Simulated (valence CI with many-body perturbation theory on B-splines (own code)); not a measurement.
**Ca VIII: electric-dipole lines**

Method: valence CI with perturbative core correlation (CI+MBPT): three valence electrons over a frozen Dirac-Fock core [Ne], a basis of 11 s, 11 p, 10 d, 8 f, 5 g, 2 h functions for each j, with the one-electron correlation potential Σ1, the two-electron term Σ2, the three-electron term Σ3, Breit, model QED; selected CI, second order for the rest, scaled by the run's own slope (own B-spline code, finite nucleus).

No measured spectrum was set against this ion. As an estimate, levels hold to about 100 cm⁻¹ or 0.05 % of their energy and the worst to 300 or 400 cm⁻¹, as in measured light ions of charge 2 to 7.

Lines 301 to 350 of 521 in falling wavelength, among levels below 885470 cm⁻¹, chosen from the strongest by gf and those to the six lowest levels. Wavelengths and rates use the calculated energies, so an error of 200 cm⁻¹ moves a line at 374.3 Å by 0.075 % and its rate by three times that or more. Electric multipoles are in the length gauge, E1 and E2 with the static RPA response of the core. Weak lines are less certain than strong ones. Lines between different terms over intervals too small for the method are left out, as are lines whose strength nearly cancels. Where a level lies close to another of its J and parity, the split of strength between their lines is uncertain.

Names give the largest LS component (configuration and term), which can be under half, so a name can repeat, a term be missing and a line seem to break the LS rules; names also repeat where a configuration has a term twice. Letters in brackets count levels of one name in rising energy.

| λ vac (Å) | Upper | Lower | A (s⁻¹) | S (a.u.) |
| --- | --- | --- | --- | --- |
| 374.3 | 3p²3d ²S_1/2 | 3p³ ²P°_3/2 | 1.42e+10 | 7.34e-01 |
| 373.9 | 3s3p3d ²P°_3/2 [a] | 3s3p² ²S_1/2 | 2.00e+10 | 2.06e+00 |
| 373.0 | 3p²3d ²D_5/2 [a] | 3p³ ⁴S°_3/2 | 2.16e+09 | 3.31e-01 |
| 372.3 | 3s3p3d ²P°_3/2 [b] | 3s3p² ²P_3/2 | 8.43e+09 | 8.59e-01 |
| 372.3 | 3p3d² ²G°_9/2 | 3p²3d ⁴F_9/2 | 3.14e+09 | 8.00e-01 |
| 371.9 | 3s3p3d ²P°_1/2 [a] | 3s3p² ²S_1/2 | 1.55e+10 | 7.86e-01 |
| 370.4 | 3s3d² ²S_1/2 | 3s3p3d ²P°_1/2 [a] | 1.06e+10 | 5.33e-01 |
| 369.5 | 3p3d² ⁴F°_7/2 | 3p²3d ⁴F_9/2 | 3.00e+09 | 5.97e-01 |
| 369.1 | 3s3p3d ²P°_1/2 [b] | 3s3p² ²P_1/2 | 8.24e+09 | 4.09e-01 |
| 368.8 | 3s3p3d ²P°_3/2 [b] | 3s3p² ²P_1/2 | 6.16e+09 | 6.10e-01 |
| 368.7 | 3p3d² ⁴F°_9/2 | 3p²3d ⁴F_9/2 | 1.62e+10 | 4.01e+00 |
| 368.5 | 3s3d² ²S_1/2 | 3s3p3d ²P°_3/2 [a] | 1.80e+10 | 8.91e-01 |
| 368.2 | 3p3d² ⁴F°_5/2 | 3p²3d ⁴F_7/2 | 4.80e+09 | 7.09e-01 |
| 367.4 | 3p3d² ⁴F°_7/2 | 3p²3d ⁴F_7/2 | 1.48e+10 | 2.90e+00 |
| 367.0 | 3s3p3d ²D°_3/2 [b] | 3s3p² ²P_3/2 | 9.15e+09 | 8.93e-01 |
| 366.9 | 3p3d² ⁴F°_3/2 | 3p²3d ⁴F_5/2 | 4.92e+09 | 4.80e-01 |
| 366.8 | 3s3p3d ²F°_5/2 [a] | 3s3p² ²D_3/2 | 7.60e+09 | 1.11e+00 |
| 366.4 | 3p3d² ⁴F°_5/2 | 3p²3d ⁴F_5/2 | 1.49e+10 | 2.17e+00 |
| 366.3 | 3p²3d ⁴P_5/2 | 3p³ ⁴S°_3/2 | 2.31e+10 | 3.35e+00 |
| 366.2 | 3s3p3d ²D°_5/2 [b] | 3s3p² ²P_3/2 | 3.34e+10 | 4.86e+00 |
| 365.8 | 3s3d² ⁴P_5/2 | 3s3p3d ⁴D°_7/2 | 7.50e+09 | 1.09e+00 |
| 365.7 | 3p3d² ⁴F°_7/2 | 3p²3d ⁴F_5/2 | 1.91e+09 | 3.69e-01 |
| 365.7 | 3s3d² ⁴P_5/2 | 3s3p3d ⁴D°_5/2 | 6.99e+09 | 1.01e+00 |
| 365.6 | 3p3d² ⁴F°_3/2 | 3p²3d ⁴F_3/2 | 1.74e+10 | 1.68e+00 |
| 365.3 | 3p²3d ⁴P_3/2 | 3p³ ⁴S°_3/2 | 2.52e+10 | 2.42e+00 |
| 365.3 | 3s3d² ⁴P_3/2 | 3s3p3d ⁴D°_3/2 | 5.64e+09 | 5.43e-01 |
| 365.2 | 3p3d² ⁴F°_5/2 | 3p²3d ⁴F_3/2 | 2.22e+09 | 3.20e-01 |
| 365.2 | 3s3d² ⁴P_5/2 | 3s3p3d ⁴D°_3/2 | 2.72e+09 | 3.92e-01 |
| 364.6 | 3p²3d ⁴P_1/2 | 3p³ ⁴S°_3/2 | 2.57e+10 | 1.23e+00 |
| 364.5 | 3s3d² ⁴P_3/2 | 3s3p3d ⁴D°_1/2 | 5.11e+09 | 4.89e-01 |
| 363.5 | 3s3p3d ²D°_3/2 [b] | 3s3p² ²P_1/2 | 2.36e+10 | 2.24e+00 |
| 363.5 | 3s3p3d ⁴P°_5/2 | 3s3p² ⁴P_5/2 | 3.87e+09 | 5.50e-01 |
| 362.6 | 3s3p3d ²F°_7/2 [a] | 3s3p² ²D_5/2 | 8.47e+09 | 1.59e+00 |
| 362.5 | 3s3d² ⁴P_1/2 | 3s3p3d ⁴P°_1/2 | 8.31e+09 | 3.91e-01 |
| 362.4 | 3s3d² ⁴P_3/2 | 3s3p3d ⁴P°_1/2 | 5.59e+09 | 5.25e-01 |
| 362.1 | 3s3p3d ⁴P°_3/2 | 3s3p² ⁴P_5/2 | 2.77e+09 | 2.59e-01 |
| 361.2 | 3s3d² ⁴P_1/2 | 3s3p3d ⁴P°_3/2 | 2.56e+10 | 1.19e+00 |
| 361.0 | 3s3d² ⁴P_5/2 | 3s3p3d ⁴P°_3/2 | 4.88e+09 | 6.81e-01 |
| 360.4 | 3s3p3d ⁴P°_5/2 | 3s3p² ⁴P_3/2 | 1.07e+10 | 1.48e+00 |
| 359.8 | 3s3d² ⁴P_3/2 | 3s3p3d ⁴P°_5/2 | 1.61e+10 | 1.48e+00 |
| 359.8 | 3p²3d ²D_5/2 [a] | 3p³ ²D°_5/2 | 1.44e+10 | 1.99e+00 |
| 359.7 | 3s3d² ⁴P_5/2 | 3s3p3d ⁴P°_5/2 | 1.20e+10 | 1.66e+00 |
| 359.6 | 3s²3d ²D_3/2 | 3s²3p ²P°_3/2 | 4.05e+09 | 3.72e-01 |
| 359.3 | 3p3d² ²G°_9/2 | 3p²3d ²F_7/2 [a] | 3.41e+09 | 7.82e-01 |
| 359.3 | 3s²3d ²D_5/2 | 3s²3p ²P°_3/2 | 2.27e+10 | 3.12e+00 |
| 359.0 | 3s3p3d ⁴P°_3/2 | 3s3p² ⁴P_3/2 | 2.02e+08 | 1.85e-02 |
| 358.3 | 3p²3d ²D_3/2 [a] | 3p³ ²D°_3/2 | 1.51e+10 | 1.37e+00 |
| 358.1 | 3s3p3d ⁴D°_3/2 | 3s3p² ⁴P_5/2 | 4.48e+09 | 4.06e-01 |
| 357.8 | 3s3p3d ⁴P°_1/2 | 3s3p² ⁴P_3/2 | 3.40e+09 | 1.54e-01 |
| 357.6 | 3s3p3d ⁴D°_5/2 | 3s3p² ⁴P_5/2 | 1.27e+10 | 1.71e+00 |
